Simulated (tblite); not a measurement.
Species: C5H6N2Si.
Structure used (GFN2-xTB), in Å, numbered top down from 1:
```xyz
14
C5H6N2Si angstrom
C     -3.1819   -1.6865    0.7873
C     -2.0619   -0.8726    0.3915
C     -1.1290   -0.1892    0.0497
C     -0.0382    0.6105   -0.3462
N      0.9801    0.7538    0.3834
Si     2.4582    1.5994    0.2756
C      3.7144    0.2205    0.3917
N      4.5127   -0.5979    0.4548
H     -3.3493   -2.4695    0.0480
H     -2.9895   -2.1452    1.7562
H     -4.0797   -1.0721    0.8547
H     -0.1590    1.0901   -1.3285
H      2.7962    2.3445   -0.9453
H      2.5260    2.4139    1.4849
```

Calculated harmonic vibrations of the isolated species, GFN2-xTB (tblite), most abundant isotopes, no scaling. This tight-binding method is rough: wavenumbers can miss measured ones by several per cent, in bad cases by 10 to 20. Modes of hydrogen on silicon can be 10 to 20 % off. One conformer, not necessarily the lowest. The optimisation stopped once no atom felt more than 0.01 eV/Å.

Lowest wavenumbers of the output (negative numbers stand for imaginary wavenumbers):
```
mode    cm-1
  1     -39.0
  2      43.1
  3      68.8
  4      83.9
  5     162.0
  6     213.2
  7     244.4
  8     267.0
  9     272.5
 10     329.9
```

**Question.** Is this structure a minimum?

**Answer.** Not by this Hessian. 1 mode is imaginary beyond 20i (39i cm⁻¹), so at this level the point lies at or near a first-order saddle. The curvature is small, so loose convergence or finite differences may be the whole cause.

**Question.** Which atoms move in the imaginary mode?

**Answer.** 39i: H11 (methyl hydrogen) 34 %, H9 (methyl hydrogen) 33 %, H10 (methyl hydrogen) 31 %. These are shares of the mass-weighted motion.

**Question.** What is the remedy?

**Answer.** Step along that mode in both directions, optimise again with tighter thresholds and repeat the frequencies. The zero-point energy of this point (56.9 kcal/mol) counts the 35 real modes alone, and thermal corrections from it aren't those of a minimum.

Hardware: one thread of an Arm Neoverse V2, shared host with 32 logical CPUs at a one-minute load of 22. Cost: 0.35 s. This covers the Hessian and the dipole derivatives.
